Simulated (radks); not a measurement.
The mean radii <r> (bohr) of the occupied orbitals of an atom or ion are listed with their occupations. Method: non-relativistic Kohn-Sham, LDA (Slater exchange, Perdew-Wang correlation), spin-unpolarised, spherical densities, point nucleus; computed with a radial shooting solver on a logarithmic mesh with Libxc functionals.

| orbital | occ. | <r> |
|---|---|---|
| 1s | 2 | 0.02575 |
| 2s | 2 | 0.1101 |
| 2p | 6 | 0.09354 |
| 3s | 2 | 0.2878 |
| 3p | 6 | 0.2775 |
| 3d | 10 | 0.2483 |
| 4s | 2 | 0.6549 |
| 4p | 6 | 0.6742 |
| 4d | 10 | 0.7261 |
| 5s | 2 | 1.588 |
| 5p | 6 | 1.803 |
| 4f | 3 | 1.087 |
| 6s | 2 | 4.658 |

Name the element and its charge.

Answer. Z = 59, praseodymium, charge 0: Pr in [Xe] 4f3 6s2. The 1s radius gives Z: for a bare nucleus <r> = 1.5/Z, 0.02542 bohr for Z = 59, and screening makes it slightly larger (0.02575 here). The occupations add up to 59, and the charge is Z minus that.
